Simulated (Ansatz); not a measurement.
`CCC(CC(CC(CC(C)OC)OC)OC)OC`, relaxed as a singlet with RKS PBE-D4/def2-SVP in Ansatz, starting from the GFN2-xTB geometry. Force threshold 0.03 eV/Å.

Single mean-field runs in def2-SVP are fitted with def2-universal-jkfit.

Start:

```xyz
48

C    -0.504    4.170    2.166
C    -1.096    2.820    2.552
C    -0.487    1.648    1.767
C    -1.225    0.351    2.128
C    -0.639   -0.915    1.482
C    -0.932   -0.992   -0.022
C     0.171   -1.717   -0.799
C    -0.130   -1.774   -2.307
C    -0.248   -0.403   -2.980
C    -0.334   -0.569   -4.501
O     0.875    0.370   -2.585
C     0.755    1.747   -2.826
O     0.282   -3.024   -0.265
C     1.531   -3.639   -0.421
O    -1.207   -2.063    2.092
C    -0.443   -2.618    3.126
O     0.895    1.516    2.082
C     1.778    1.723    1.010
H    -0.949    4.959    2.768
H     0.569    4.175    2.336
H    -0.696    4.390    1.117
H    -0.918    2.641    3.614
H    -2.174    2.826    2.380
H    -0.590    1.847    0.692
H    -1.175    0.226    3.211
H    -2.275    0.439    1.848
H     0.447   -0.913    1.647
H    -1.868   -1.537   -0.146
H    -1.041    0.012   -0.426
H     1.123   -1.181   -0.658
H     0.678   -2.322   -2.797
H    -1.058   -2.328   -2.456
H    -1.165    0.102   -2.632
H     0.611   -0.946   -4.886
H    -0.558    0.377   -4.990
H    -1.122   -1.277   -4.745
H     1.607    2.220   -2.340
H     0.778    1.984   -3.896
H    -0.176    2.146   -2.400
H     1.471   -4.585    0.115
H     1.771   -3.841   -1.471
H     2.338   -3.029    0.007
H    -0.991   -3.490    3.476
H    -0.307   -1.919    3.962
H     0.543   -2.934    2.765
H     1.588    1.028    0.183
H     2.780    1.550    1.401
H     1.720    2.748    0.624
```

| step | energy (eV) | largest force component (eV/Å) | SCF passes |
| --- | --- | --- | --- |
| 1 | -23149.1718 | 1.169 | 18 |
| 2 | -23149.3998 | 0.319 | 19 |
| 3 | -23149.4278 | 0.115 | 19 |
| 4 | -23149.4304 | 0.046 | 20 |
| 5 | -23149.4315 | 0.020 | 20 |
| 6 | -23149.4321 | 0.024 | 20 |
| 7 | -23149.4325 | 0.018 | 20 |
| 8 | -23149.4328 | 0.019 | 19 |

Force components are those of the run's own axes.

End:

Cartesian coordinates in Å:
```
C -0.4264 4.1855 2.1528
C -1.0883 2.8619 2.5320
C -0.5369 1.6489 1.7714
C -1.2357 0.3485 2.1836
C -0.6854 -0.9245 1.5243
C -0.9257 -0.9930 0.0109
C 0.1865 -1.7118 -0.7496
C -0.0604 -1.7777 -2.2657
C -0.2257 -0.4200 -2.9527
C -0.3039 -0.5599 -4.4746
O 0.8752 0.3960 -2.5409
C 0.7241 1.7693 -2.8092
O 0.3188 -3.0201 -0.1952
C 1.5669 -3.6277 -0.4194
O -1.3027 -2.0643 2.1245
C -0.5091 -2.7107 3.0860
O 0.8701 1.5197 2.0207
C 1.7008 1.7363 0.9017
H -0.8468 5.0309 2.7334
H 0.6627 4.1474 2.3544
H -0.5649 4.4187 1.0758
H -0.9543 2.6713 3.6192
H -2.1852 2.9121 2.3583
H -0.6961 1.8215 0.6786
H -1.1326 0.2321 3.2841
H -2.3237 0.4272 1.9718
H 0.4126 -0.9475 1.7144
H -1.8959 -1.5083 -0.1547
H -1.0203 0.0289 -0.4080
H 1.1385 -1.1503 -0.5826
H 0.7885 -2.3082 -2.7480
H -0.9690 -2.3885 -2.4519
H -1.1726 0.0583 -2.5928
H 0.6355 -0.9990 -4.8683
H -0.4686 0.4150 -4.9750
H -1.1446 -1.2239 -4.7589
H 1.5828 2.2951 -2.3471
H 0.7200 2.0061 -3.8994
H -0.2179 2.1804 -2.3675
H 1.5711 -4.5897 0.1306
H 1.7661 -3.8479 -1.4963
H 2.4125 -3.0002 -0.0427
H -1.0994 -3.5576 3.4905
H -0.2295 -2.0462 3.9422
H 0.4316 -3.1186 2.6421
H 1.4752 1.0451 0.0551
H 2.7452 1.5569 1.2277
H 1.6366 2.7823 0.5144
```

By distances, no bond broke or formed. The bond that changes most is C1–H21, from 1.09 to 1.11 Å (atoms count from 1).

The force fell under the threshold at step 5, but the optimiser went on. No frequencies were taken in this run, so the end may be a saddle point.

Run time 24 s (2 threads of AMD EPYC 7R13 on a shared host and a share (18 GiB) of an NVIDIA H100 80GB HBM3), peak host memory 0.89 GiB.
